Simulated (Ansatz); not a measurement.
Program: Ansatz. Geometries: PBE0-D4/def2-TZVP. ΔE: electronic, gas phase. CCSD(T)/CBS is the MP2 limit (def2-TZVPP, def2-QZVPP) plus CCSD(T) − MP2 in def2-TZVPP, frozen cores. DFT in def2-TZVPP. For Ge, V outer-core shells are correlated without core-valence functions, which leaves a few kJ/mol of doubt a bond. Scalar relativity is left out up to krypton. One conformer a species, not always the lowest.

Reaction (substitution at a C–N bond): `C[N]=[V]([NH2])([OH])[OH]` + `[OH][GeH]([OH])[OH]` → `C[O][GeH]([OH])[OH]` + `[NH]=[V]([NH2])([OH])[OH]`

`C[N]=[V]([NH2])([OH])[OH]`:

```xyz
13

C    -1.326   -1.012    1.313
N    -0.490   -0.389    0.359
V     0.436    0.292   -0.765
N     1.539    1.387    0.209
O    -0.552    1.225   -1.919
O     1.366   -0.944   -1.653
H    -1.214   -2.102    1.282
H    -2.379   -0.770    1.130
H    -1.071   -0.673    2.324
H     1.553    1.522    1.206
H     2.241    1.950   -0.254
H    -1.491    1.384   -1.815
H     1.389   -1.871   -1.415
```

`[OH][GeH]([OH])[OH]`:

Z-matrix (Å, degrees):
```
Ge
O 1 1.772
O 1 1.761 2 102.9
O 1 1.765 2 110.8 3 -118.2
H 1 1.526 2 114.0 3 122.3
H 2 0.960 1 113.5 3 162.6
H 3 0.961 1 110.8 2 -2.2
H 4 0.961 1 112.5 2 74.5
```

`C[O][GeH]([OH])[OH]`:

Cartesian coordinates in Å:
```
C 1.629 0.495 -0.505
O 0.469 0.724 0.265
Ge -1.016 -0.171 -0.082
O -2.140 0.458 1.118
O -0.808 -1.904 0.169
H 2.410 1.169 -0.145
H 1.988 -0.536 -0.404
H 1.465 0.702 -1.570
H -1.477 -0.009 -1.531
H -1.754 1.206 1.584
H -0.765 -2.134 1.101
```

`[NH]=[V]([NH2])([OH])[OH]`:

Cartesian coordinates in Å:
```
N -0.825 0.595 -1.133
V -0.183 -0.118 0.157
N 1.610 0.198 -0.006
O -0.515 -1.865 0.164
O -0.811 0.582 1.665
H -1.294 1.021 -1.920
H 2.259 -0.149 0.688
H 2.074 0.704 -0.740
H -0.935 -2.323 -0.565
H -1.379 1.354 1.690
```

CCSD(T)/CBS gives +58.3 kJ/mol.

(1) Another level gave +56.5 kJ/mol. Which?
A. HF/def2-TZVPP
B. SCS-MP2/def2-TZVPP
C. r2SCAN-D4/def2-TZVPP
D. MP2/def2-TZVPP

Largest T1 diagnostic among the species: 0.030, so the coupled-cluster value is less sure than usual.

Results:

(1) C. r2SCAN-D4 56.5, SCS-MP2/def2-TZVPP 70.3, MP2/def2-TZVPP 76.8, HF/def2-TZVPP 47.3 kJ/mol.

In def2-TZVPP, CCSD(T) changes the Hartree–Fock value by +8.8 kJ/mol (the triples alone add +0.1 kJ/mol) and MP2 by +29.5 kJ/mol.
